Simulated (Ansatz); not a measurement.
Consider the isomerisation: `FC#[C][GeH3]` → `F[C]1=[CH][GeH2]1`.

Isolated molecules relaxed with PBE0-D4/def2-TZVP in Ansatz; ΔE leaves out vibrations. CCSD(T)/CBS is the MP2 limit (def2-TZVPP, def2-QZVPP) plus CCSD(T) − MP2 in def2-TZVPP, frozen cores. DFT in def2-TZVPP. HSE06 is defined as in plane-wave codes. For Ge outer-core shells are correlated without core-valence functions, which leaves a few kJ/mol of doubt a bond. Scalar relativity is left out up to krypton.

`FC#[C][GeH3]`:

Cartesian coordinates in Å:
```
F -1.663 -2.734 0.503
C -1.011 -1.663 0.307
C -0.394 -0.648 0.120
Ge 0.578 0.950 -0.175
H 2.019 0.587 -0.552
H -0.088 1.727 -1.316
H 0.560 1.781 1.113
```

`F[C]1=[CH][GeH2]1`:

Z-matrix (Å, degrees):
```
Ge
C 1 1.894
C 1 1.936 2 40.2
H 1 1.533 2 121.0 3 -101.8
H 1 1.533 2 121.0 3 101.8
F 2 1.321 1 153.0 3 180.0
H 3 1.082 1 151.9 2 -180.0
```

Is it downhill or uphill in electronic energy at CCSD(T)/CBS, and by how much? (Estimate.)

The calculation gave: Nearly level: ΔE = -0.3 kJ/mol.

What do these levels give: r2SCAN-D4, r2SCANh-D4, r2SCAN0-D4, HSE06-D4, ωB97M-V, CCSD/CBS(def2)? (Estimate.)

Computed: r2SCAN-D4 -11.3, r2SCANh-D4 -10.4, r2SCAN0-D4 -9.2, HSE06-D4 -14.0, ωB97M-V -0.5, CCSD/CBS(def2) 4.9 kJ/mol.

What do rigid-rotor, harmonic-oscillator terms from PBE0-D4/def2-TZVP frequencies (298.15 K, 1 bar) make of the CCSD(T)/CBS value? (Best estimate.)

Ansatz gave: ΔZPE = +6.8 kJ/mol, ΔH = +4.3 kJ/mol, ΔS = -6 J/(mol·K), ΔG = +6.1 kJ/mol.

Largest T1 diagnostic among the species: 0.014.

From BLYP to BHLYP (50 % exact exchange), in def2-TZVPP and without D4, ΔE moves by +6.8 kJ/mol. In def2-TZVPP, CCSD(T) changes the Hartree–Fock value by −28.4 kJ/mol (the triples alone add −5.2 kJ/mol) and MP2 by −26.9 kJ/mol. At CCSD(T), def2-SVP lies +15.2 kJ/mol from the extrapolated value and def2-TZVPP +7.3 kJ/mol.
